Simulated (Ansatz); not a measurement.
A made-up structure of SiH$_{4}$SeO, closed shell:

```
7
angstrom
O -1.5620 -1.3198 -0.3978
Se -0.0114 -1.4402 0.5427
Si 0.8039 0.6182 -0.0180
H -2.2229 -0.9876 0.2186
H 0.9843 0.7386 -1.4851
H 0.8171 -1.9990 1.6747
H 2.1135 0.6998 0.6802
```

It is relaxed with PBE-D4/def2-SVP and then PBE0-D4/def2-TZVP (Ansatz 0.2.0). Atoms count as bonded within 1.22 times the sum of their covalent radii (H–H: 0.88 Å). The end point is not checked to be a true minimum.

Task: Does its bonding change? (A judgement: the text doesn't fix the answer.)

Result: The calculation gives: No: no bond forms or breaks.

Where it ends: The first stage lowers the energy by 2.23 eV in 16 steps. It ends as SiH₄SeO ([OH][SeH][SiH2]):
O1  (-1.581, -1.609, 0.155)
Se2  (0.200, -1.620, -0.004)
Si3  (0.551, 0.756, -0.078)
H4  (-1.808, -0.673, 0.295)
H5  (1.274, 0.636, -1.403)
H6  (0.524, -1.759, 1.433)
H7  (1.762, 0.579, 0.817)
(Å)

Labels in which every atom is bracketed show which atoms are joined, not bond orders.

For scale, one of the runs: PBE0-D4/def2-TZVP relaxation, 140 basis functions, launched by `ansatz run in.yaml --threads 2 --pin off --events-out ev --progress --plain --max-ram 4352MiB`. The run took about 25 s on 2 CPU threads of an Arm Neoverse V2 (shared host).
